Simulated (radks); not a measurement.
Task: All-electron atom: Ho III in [Xe] 4f11. All-electron calculation, Dirac Kohn-Sham, Wu-Cohen GGA, spin-unpolarised, spherical densities, point nucleus; open shells fill j = l - 1/2 first. Program: a radial shooting solver on a logarithmic mesh with Libxc functionals. Some entries of the table are withheld. Estimate them.

orbital  occ.  eigenvalue (hartree)  <r^2> (bohr^2)  <r> (bohr)
1s1/2       2             -2037.585       0.0005882     0.02074
2s1/2       2             -341.0458        0.009110     0.08753
2p1/2       2             -324.6456             (1)     0.07290
2p3/2       4             -293.1483             (2)     0.08007
3s1/2       2             -76.55468         0.06030      0.2294
3p1/2       2             -69.37695         0.05589      0.2191
3p3/2       4             -62.79910         0.06279      0.2327
3d3/2       4             -50.48391         0.04961      0.2054
3d5/2       6             -49.04673         0.05153      0.2096
4s1/2       2             -15.52644          0.3042         (3)
4p1/2       2             -12.67714          0.3184      0.5286
4p3/2       4             -11.20088          0.3567      0.5597
4d3/2       4                   (4)          0.4051      0.5904
4d5/2       6                   (5)          0.4204      0.6015
5s1/2       2              -2.37321           1.836       1.276
5p1/2       2              -1.60544           2.350       1.438
5p3/2       4              -1.41933           2.704       1.542
4f5/2       6              -0.65217          0.9438      0.8338
4f7/2       5              -0.61620          0.9933      0.8524
6s1/2       0              -0.53407           12.59       3.355
5d3/2       0              -0.50210           6.852       2.412
5d5/2       0              -0.48933           7.178       2.470

Result: 
(1) 2p1/2 <r^2> (bohr^2): 0.006581
(2) 2p3/2 <r^2> (bohr^2): 0.007804
(3) 4s1/2 <r> (bohr): 0.5188
(4) 4d3/2 eigenvalue (hartree): -6.50956
(5) 4d5/2 eigenvalue (hartree): -6.24190
